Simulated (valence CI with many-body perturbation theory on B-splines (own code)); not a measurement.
E1 transitions of Cs⁶⁺

Level of theory: configuration interaction combined with many-body perturbation theory (CI+MBPT): three valence electrons over a frozen Dirac-Fock core [Kr] 4d10, radial functions for each j: 7 s, 7 p, 7 d, 7 f, 4 g, 2 h, with the one-electron correlation potential Σ1 (screened to all orders), the two-electron term Σ2, the three-electron term Σ3, Breit, model QED; selected single and double excitations, second order for the rest, scaled by the run's own slope (own B-spline code, finite nucleus).

Set against measurement, 63 paired levels are off by 477 cm⁻¹ on average, the worst by 1585. These come from a selection out of Sansonetti, J. Phys. Chem. Ref. Data 38, 761 (2009). Levels without a partner in it may be off by more, other configurations by several thousand cm⁻¹. The list stops below the first excitations out of the core. 3 measured levels below the end of the list, from 384898 cm⁻¹ on, found no clear computed partner, and computed levels of the same name lie up to 2852 cm⁻¹ from them.

Lines 51 to 100 of 600 in falling wavelength, among levels below 483310 cm⁻¹, chosen from the strongest by gf and those to the six lowest levels. Wavelengths and rates use the calculated energies, so an error of 500 cm⁻¹ moves a line at 1842 Å by 0.92 % and its rate by three times that or more. Electric multipoles are in the length gauge, E1 and E2 with the static RPA response of the core. Weak lines are less certain than strong ones. Lines between different terms over intervals too small for the method are left out, as are lines whose strength nearly cancels. Where a level lies close to another of its J and parity, the split of strength between their lines is uncertain. The highest levels of a list are the least certain.

Names give the largest LS component (configuration and term), which can be under half, so a name can repeat, a term be missing and a line seem to break the LS rules; names also repeat where a configuration has a term twice. Letters in brackets count levels of one name in rising energy.

```tsv
λ vac (Å)	λ from measured levels	Upper	Lower	A (s⁻¹)	S (a.u.)
1847		5s5p6p ²S_1/2	5s5p6s ²P°_3/2 [a]	5.00e+08	3.11e+00
1842	1828	5s²6p ²P°_3/2	5s²6s ²S_1/2	6.09e+08	7.51e+00
1841		4f²5s ²F_7/2	5s5p6s ⁴P°_5/2	1.98e+08	4.87e+00
1829		5s5p6p ⁴P_3/2	5s5p6s ⁴P°_1/2	5.39e+08	6.51e+00
1810		5p²5d ⁴F_5/2	5s5p6s ⁴P°_3/2	3.18e+08	5.59e+00
1764		5s5p6p ⁴S_3/2	5s5p6s ⁴P°_5/2	3.16e+08	3.43e+00
1763		5s5p6p ²D_3/2 [a]	5s5p6s ⁴P°_3/2	2.82e+08	3.05e+00
1722		4f²5s ²G_9/2	5s²5f ²F°_7/2	1.05e+08	2.66e+00
1708		5p²5d ⁴F_7/2	5s²5f ²F°_5/2	1.76e+08	3.46e+00
1688		5s5p6p ²D_5/2 [a]	5s5p6s ⁴P°_5/2	1.21e+08	1.73e+00
1643		5s²5g ²G_9/2	5s²5f ²F°_7/2	1.10e+09	2.41e+01
1623		5s²5g ²G_7/2	5s²5f ²F°_5/2	1.08e+09	1.82e+01
1537		5p²5d ⁴F_9/2	5s²5f ²F°_7/2	2.07e+08	3.71e+00
1391		5s²6d ²D_3/2	5s²6p ²P°_3/2	3.35e+08	1.78e+00
1369		5s²6d ²D_5/2	5s²6p ²P°_3/2	2.09e+09	1.59e+01
1339		5s²6d ²D_5/2	5s5p5d ⁴P°_3/2	2.56e+08	1.82e+00
1295		5s²6d ²D_5/2	5s5p5d ²D°_3/2 [a]	1.84e+08	1.18e+00
1267		5s²6d ²D_3/2	5s²6p ²P°_1/2	2.44e+09	9.81e+00
1095		5s²5g ²G_7/2	5s5p5d ²F°_5/2 [b]	7.55e+08	3.92e+00
1089		5s²5g ²G_9/2	5s5p5d ²F°_7/2 [b]	5.02e+08	3.20e+00
1088		4f5p² ²G°_7/2 [a]	4f5s5p ²F_5/2 [b]	2.22e+08	1.13e+00
1082	1075	5p³ ²D°_5/2	5s5p² ²P_3/2	3.25e+08	1.22e+00
1058		4f5p² ⁴G°_9/2 [a]	4f5s5p ²F_7/2 [c]	2.28e+08	1.33e+00
1057	1054	5s5p² ⁴P_3/2	5s²5p ²P°_3/2	1.30e+07	3.03e-02
1051		4f5p² ⁴G°_11/2	4f5s5p ²G_9/2 [b]	1.95e+08	1.34e+00
1048		5s5p6p ²D_5/2 [b]	5s²5f ²F°_7/2	2.70e+08	9.19e-01
1041		5p²5d ⁴F_9/2	5s5p5d ²F°_7/2 [b]	4.58e+08	2.55e+00
1028		5s²7s ²S_1/2	5s²6p ²P°_3/2	2.74e+09	2.94e+00
1001		4f5p² ²F°_7/2 [a]	4f5s5p ²F_7/2 [c]	4.97e+08	1.97e+00
998.0		4f5p² ²H°_9/2	4f5s5p ²G_7/2 [b]	4.21e+08	2.06e+00
989.8		4f5p² ²F°_5/2 [a]	4f5s5p ²F_5/2 [b]	5.83e+08	1.68e+00
974.5	972.0	5s5p² ⁴P_5/2	5s²5p ²P°_3/2	8.73e+07	2.39e-01
962.0	959.5	5s5p² ⁴P_1/2	5s²5p ²P°_1/2	8.93e+07	7.85e-02
958.4		5s²7s ²S_1/2	5s²6p ²P°_1/2	1.79e+09	1.56e+00
958.0		4f5p² ²G°_7/2 [b]	4f5s5p ²G_7/2 [b]	2.37e+08	8.24e-01
950.2		5p²5d ²G_7/2	5s5p5d ²F°_5/2 [b]	7.49e+08	2.54e+00
908.7		5p²5d ⁴F_9/2	5s5p5d ²F°_7/2 [a]	2.01e+08	7.43e-01
892.0		4f5p² ²H°_11/2	4f5s5p ²G_9/2 [b]	7.10e+08	2.98e+00
885.8		5s5p6p ²P_1/2 [a]	5s5p5d ²D°_3/2 [a]	1.11e+09	7.58e-01
885.5		4f5p² ⁴G°_9/2 [b]	4f5s5p ²G_9/2 [a]	2.04e+08	6.98e-01
881.8		4f5p² ²D°_5/2	4f5s5p ²D_5/2 [a]	5.39e+08	1.09e+00
875.5		5s5p6p ²D_3/2 [c]	5s5p5d ²D°_3/2 [b]	5.24e+08	6.95e-01
870.8		5p²5d ²G_9/2	5s5p5d ²F°_7/2 [b]	1.08e+09	3.51e+00
870.5	869.4	5p³ ²P°_1/2	5s5p² ²S_1/2	1.20e+09	7.84e-01
869.7	870.7	5s²6p ²P°_1/2	5s²5d ²D_3/2	2.73e+09	1.77e+00
864.4		4f5p² ²P°_1/2	4f5s5p ²D_3/2 [b]	1.22e+09	7.78e-01
864.4		4f5p² ²P°_3/2	4f5s5p ²D_5/2 [b]	9.19e+08	1.17e+00
864.2		4f5p² ²G°_7/2 [a]	4f5s5p ²G_7/2 [a]	6.61e+08	1.68e+00
863.8		5s5p6p ²D_5/2 [a]	5s5p5d ²F°_7/2 [a]	1.18e+09	2.24e+00
860.7		4f5p² ²G°_9/2	4f5s5p ²G_7/2 [b]	3.94e+08	1.24e+00
```
